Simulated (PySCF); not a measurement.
## Radial density of P (phosphorus, neutral)

UHF, [Ne] 3s1 3p3 4s1, high-spin 6S determinant (an excited configuration). All numbers are calculated (PySCF 2.14, the non-relativistic Hamiltonian (point nucleus), in aug-cc-pwCVQZ).

| r (bohr) | 4πr²ρ (e/bohr) | 4πr²(ρα − ρβ) |
| --- | --- | --- |
| 0.00163 | 0.06966 | 0.0003 |
| 0.00275 | 0.1907 | 0.0007 |
| 0.00462 | 0.5099 | 0.0018 |
| 0.00777 | 1.313 | 0.0047 |
| 0.0131 | 3.169 | 0.0113 |
| 0.0220 | 6.871 | 0.0244 |
| 0.0370 | 12.46 | 0.0438 |
| 0.0622 | 16.86 | 0.0609 |
| 0.105 | 14.88 | 0.0861 |
| 0.176 | 10.83 | 0.2375 |
| 0.296 | 14.77 | 0.4880 |
| 0.498 | 13.49 | 0.1559 |
| 0.838 | 3.875 | 0.2717 |
| 1.41 | 2.267 | 2.1188 |
| 2.37 | 1.521 | 1.5203 |
| 3.99 | 0.3455 | 0.3455 |
| 6.71 | 0.1685 | 0.1685 |
| 11.3 | 0.001622 | 0.0016 |

The outer electron is Rydberg-like, and this basis confines it to a smaller radius and binds it less than a complete one would.
